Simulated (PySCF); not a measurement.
Gas-phase reaction: 3 HBr + O₃ = 3 HOBr

Computed with PySCF and rigid-rotor harmonic-oscillator thermochemistry at 1 bar. † marks an energy on the PBE0/def2-TZVP geometry and frequencies. MP2 and CCSD(T) freeze the core. All species are closed-shell singlets. B3LYP is the form with VWN-RPA correlation. Br: all electrons, no relativistic terms. MP2 isn't extrapolated to the basis-set limit; its ΔH°(298 K) is -108.0 kJ in def2-SVP and -191.4 kJ in def2-TZVPP. CCSD(T) isn't extrapolated to the basis-set limit; its ΔH°(298 K) is -132.6 kJ in def2-SVP and -213.8 kJ in def2-TZVPP. The harmonic model lacks anharmonicity and excited electronic states, which grow with temperature; levels with a mode under 35 cm⁻¹ are left out. Strong static correlation: O₃. Warning, large T1 diagnostic: O₃ (CCSD(T)/def2-SVP†, CCSD(T)/def2-TZVPP†).

```csv
level,"ΔE electronic, kJ","ΔH°(298 K), kJ","ΔS°(298 K), J/K","ΔG°(2000 K), kJ"
B3LYP/def2-TZVP†,-250,-222,-91,-29
CCSD(T)/def2-SVP†,-161,-133,-91,60
CCSD(T)/def2-TZVPP†,-242,-214,-91,-21
MP2/def2-SVP†,-137,-108,-91,85
ωB97X-V/def2-TZVP†,-259,-230,-91,-37
```
ΔH° is lowest at ωB97X-V/def2-TZVP† and highest at MP2/def2-SVP†. No reference value is set beside these.
